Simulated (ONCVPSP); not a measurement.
# manganese, ONCV: configuration errors across variants

- Element: manganese
- Generator: ONCVPSP 4.0.1
- Type: optimised norm-conserving Vanderbilt (ONCV)
- Functional: PBEsol
- Relativity: scalar-relativistic
- Frozen core: [Ne]
- Valence charge: 15
- Reference configuration: 3s2 3p6 3d5 4s2
- Partial waves: 3s+4s: rc 1.35 bohr, ncon 4, nbas 8, qcut 7.4 1/bohr, 2 projectors; 3p: rc 0.90 bohr, ncon 4, nbas 8, qcut 8.5 1/bohr, 2 projectors, debl 0.9 Ha; 3d: rc 1.75 bohr, ncon 4, nbas 9, qcut 9.9 1/bohr, 2 projectors, debl 2.4 Ha
- Local potential: polynomial inside 0.70 bohr (lpopt 5, dvloc0 -1 Ha)
- Core correction: Teter function, fcfact 4, rcfact 1.8

In the p channel the program set the typed energies aside and used -2.002, 0.250 Ha.

All-electron excitation energies from the reference (eV): (1) 3s2 3p6 3d5 4s1 8.433; (2) 3s2 3p6 3d5 4s0 23.945; (3) 3s2 3p6 3d4 4s0 56.425; (4) 3s2 3p6 3d5 4s0 4p1 13.192.

Errors AE − PS in meV (a dash: test not solved or not reliable):

| change | (1) | (2) | (3) | (4) | bound ghosts | GHOST(+) flags above zero |
| --- | --- | --- | --- | --- | --- | --- |
| base | +0.6 | +4.2 | +37 | +1.3 | none | s |
| all radii but the core radius scaled by about 0.87 (s 1.18, p 0.78, d 1.52 bohr); local potential polynomial inside 0.60 bohr (lpopt 5, dvloc0 -1 Ha) | +0.3 | +2.7 | +19 | +0.8 | none | s |
| all radii but the core radius scaled by about 0.93 (s 1.26, p 0.84, d 1.64 bohr); local potential polynomial inside 0.66 bohr (lpopt 5, dvloc0 -1 Ha) | +0.4 | +3.5 | +27 | +1.1 | none | s |
| all radii but the core radius scaled by about 1.03 (s 1.40, p 0.94, d 1.80 bohr); local potential polynomial inside 0.72 bohr (lpopt 5, dvloc0 -1 Ha) | +0.6 | +4.3 | +41 | +1.2 | none | s |
| all radii but the core radius scaled by about 1.10 (s 1.48, p 1.00, d 1.92 bohr); local potential polynomial inside 0.78 bohr (lpopt 5, dvloc0 -1 Ha) | +0.8 | +5.0 | +53 | +1.4 | none | none |
| all radii but the core radius scaled by about 1.20 (s 1.62, p 1.08, d 2.10 bohr); local potential polynomial inside 0.84 bohr (lpopt 5, dvloc0 -1 Ha) | +1.1 | +5.4 | +74 | +1.5 | none | none |
| all radii but the core radius scaled by about 1.23 (s 1.66, p 1.10, d 2.16 bohr); local potential polynomial inside 0.86 bohr (lpopt 5, dvloc0 -1 Ha) | +1.2 | +5.6 | +84 | +1.5 | none | none |
| all radii but the core radius scaled by about 1.31 (s 1.78, p 1.18, d 2.30 bohr); local potential polynomial inside 0.92 bohr (lpopt 5, dvloc0 -1 Ha) | +1.4 | +5.4 | +109 | +1.5 | none | none |

Question: Give the same row for: all radii but the core radius scaled by about 0.79 (s 1.06, p 0.72, d 1.38 bohr); local potential polynomial inside 0.56 bohr (lpopt 5, dvloc0 -1 Ha).

Answer: +0.1, +1.9, +12, +0.5; bound ghosts: none; GHOST(+) flags above zero: s.
